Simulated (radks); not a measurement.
Values are calculated unless marked as measured or tabulated.
Question: These are the eigenvalues of the occupied orbitals of an atom or ion with whole-number occupations (hartree). Level of theory: scalar-relativistic Kohn-Sham, PBEsol, spin-polarised, spherical densities, finite nucleus; Fermi nuclear charge, rms radius of each element as measured or else 0.836 A^(1/3) + 0.57 fm (a radial shooting solver on a logarithmic mesh with Libxc functionals).

| orbital | eigenvalue |
|---|---|
| 1s up | -1172.430 |
| 1s down | -1172.428 |
| 2s up | -227.6093 |
| 2s down | -227.4681 |
| 2p up | -210.7024 |
| 2p down | -210.5960 |
| 3s up | -82.39109 |
| 3s down | -82.23858 |
| 3p up | -76.99799 |
| 3p down | -76.83782 |
| 3d up | -70.03161 |

Which element is it, and in what charge state? The configuration may be excited. Open shells, if any, are filled with parallel spins first.

Answer: Z = 51, antimony, charge +32: Sb32+ in [Ar] 3d1. The list shows which subshells hold electrons but not how many an open one holds; the 1s level, -1172.4 hartree, gives Z - s = 48.4 by -(Z - s)^2/2, which with screening and relativity narrows Z to a few neighbours, and the depths of the outer levels then fix element, charge and occupations together.
